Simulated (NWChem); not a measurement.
Molecule: CHF2, doublet; SMILES F[CH]F

All runs: NWChem. Spin-unrestricted. In the optimisation the excess spin sits in a' (Cs, its own frame). No stability test was run on the SCF state. The level has its own optimisation; frequencies are unscaled.

Predict the results for PBE-D3(BJ)/def2-SVP. Quantities: r C–F (Å); r C–H (Å); highest harmonic frequency (cm⁻¹); lowest (cm⁻¹); zero-point energy (kcal/mol); dipole (D).


```json
{
  "r C–F (Å)": "1.333",
  "r C–H (Å)": "1.112",
  "highest harmonic frequency (cm⁻¹)": "3020",
  "lowest (cm⁻¹)": "538",
  "zero-point energy (kcal/mol)": "11.7",
  "dipole (D)": "1.15"
}
```
